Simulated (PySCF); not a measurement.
Polarisability and C₆ of As (arsenic, neutral)

[Ar] 3d10 4s2 4p3, high-spin 4S determinant. Computed with PySCF 2.14 in aug-cc-pwCVTZ-PP with ECP10MDF (8s7p6d4f1g, 96 functions), with a scalar-relativistic core potential. Coupled (time-dependent) response in atomic units; α is the mean over directions.

```json
{"method": "UHF", "mean α (bohr³)": "30.31", "C₆ (like pair)": "258.6", "S(−4)": "264.0"}
{"method": "PBE", "mean α (bohr³)": "33.54", "C₆ (like pair)": "288.9", "S(−4)": "378.0"}
{"method": "PBE0", "mean α (bohr³)": "31.89", "C₆ (like pair)": "272.6", "S(−4)": "320.3"}
{"method": "M06-L", "mean α (bohr³)": "30.98", "C₆ (like pair)": "270.4", "S(−4)": "275.7"}
```

S(−4) is the Cauchy moment in α(ω) = α(0) + S(−4) ω² + …

Reference α: 30 ± 1 bohr³ (recommended; Schwerdtfeger and Nagle, table of static dipole polarizabilities (2023 update)). Published C₆: 246.0 (Chu and Dalgarno (2004); Tang, Norbeck and Certain (1976)).

α(iu) at UHF:

```csv
u (hartree),α(iu) (bohr³)
0,30.31
0.0500,29.67
0.100,27.94
0.200,22.92
0.300,17.97
0.500,11.07
0.750,6.616
1.00,4.375
1.50,2.369
2.00,1.532
3.00,0.8453
5.00,0.4098
```

A single London oscillator, α(iu) = α/(1 + u²/ω²), gives C₆ = (3/4) ω α². Matching the computed C₆ needs ω = 4 × 258.6 / (3 × 30.31²) = 0.375 hartree.

Energies and moments cover only the electrons outside the core potential.
